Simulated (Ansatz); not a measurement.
Computed with Ansatz on PBE0-D4/def2-TZVP structures; ΔE is electronic, products minus reactants. CCSD(T)/CBS is the MP2 limit (def2-TZVPP, def2-QZVPP) plus CCSD(T) − MP2 in def2-TZVPP, frozen cores. This one scheme is used for every species. Functionals use def2-TZVPP. Each species was taken in one conformer, which may not be the lowest.

Consider the silylene formation by 1,1-elimination: `O[SiH](Cl)[Si](O)(O)O` → `O[SiH](O)O` + `O[Si]Cl`.

`O[SiH](Cl)[Si](O)(O)O`:

Z-matrix (Å, degrees):
```
Si
Cl 1 2.072
Si 1 2.339 2 108.6
O 1 1.647 2 109.9 3 -112.9
H 1 1.485 2 104.8 3 127.8
O 3 1.641 1 107.1 2 -84.6
O 3 1.634 1 115.2 2 33.6
O 3 1.631 1 106.0 2 152.2
H 4 0.959 1 118.7 2 -65.0
H 6 0.960 3 116.5 1 -37.7
H 7 0.959 3 117.0 1 -78.5
H 8 0.960 3 118.2 1 -167.8
```

`O[SiH](O)O`:

Z-matrix (Å, degrees):
```
Si
O 1 1.641
O 1 1.633 2 105.0
O 1 1.630 2 114.4 3 -119.5
H 1 1.476 2 110.6 3 122.9
H 2 0.958 1 117.9 3 -173.6
H 3 0.958 1 116.6 2 25.4
H 4 0.959 1 117.6 2 72.3
```

`O[Si]Cl`:

Cartesian coordinates in Å:
```
O -0.285 0.944 -0.438
Si -0.637 0.075 0.903
Cl 0.579 -1.627 0.621
H 0.343 0.608 -1.086
```

```csv
level,ΔE (kJ/mol)
ωB97X-V,130.3
PBE,109.3
```

(1) What does CCSD(T)/CBS give? (Estimate.)

Largest T1 diagnostic among the species: 0.014.

Results:

(1) The calculation gave: +118.5 kJ/mol. The listed levels differ from it by 11.8, -9.2 kJ/mol.

From PBE to PBE0 (25 % exact exchange), in def2-TZVPP and without D4, ΔE moves by +12.7 kJ/mol. The D4 term adds +21.5 kJ/mol with B3LYP and +12.3 kJ/mol with PBE0; it sums over pairs of atoms, weighted by their polarisabilities, and B3LYP, whose exchange is more repulsive, gets the larger term.

B3LYP here is the variant with VWN-RPA as its local correlation; programs differ in this.
